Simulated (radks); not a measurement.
The numbers below are computed, except where a source is named.
Initial-state core-level shifts of the copper ion Cu+ when its valence configuration changes from [Ar] 3d10. Code: a radial shooting solver on a logarithmic mesh with Libxc functionals. Model: Dirac Kohn-Sham, PBEsol, spin-unpolarised, spherical densities, finite nucleus; open shells fill j = l - 1/2 first; Fermi nuclear charge, rms radius 3.8823 fm. Shifts are changes of the shell-averaged eigenvalues in eV (positive: less bound); the change of the density at the nucleus, which sets a Mossbauer isomer shift, is in e/bohr^3, on a base of 2.214e+04.

valence               1s       2s       3s       3p  density at nucleus
3d9 4s1           -6.021   -6.681   -6.099   -5.951             +11.997
3d9 4p1           -7.712   -8.267   -7.794   -7.648              +1.534
3d8.5 4s0.5 4p1  -11.234  -12.212  -11.254  -11.015              +8.480
3d9.5 4s0.5       -2.829   -3.134   -2.895   -2.827              +5.550
3d8 4s2          -13.438  -14.963  -13.317  -12.980             +28.032
3d8 4s1 4p1      -15.085  -16.535  -14.959  -14.618             +16.480
3d7 4s1 4p2      -25.223  -27.725  -24.498  -23.926             +22.263
3d8 4s0.5 4p1.5  -15.875  -17.289  -15.747  -15.404             +10.403
3d9.5 4p0.5       -3.691   -3.936   -3.761   -3.695              +0.640
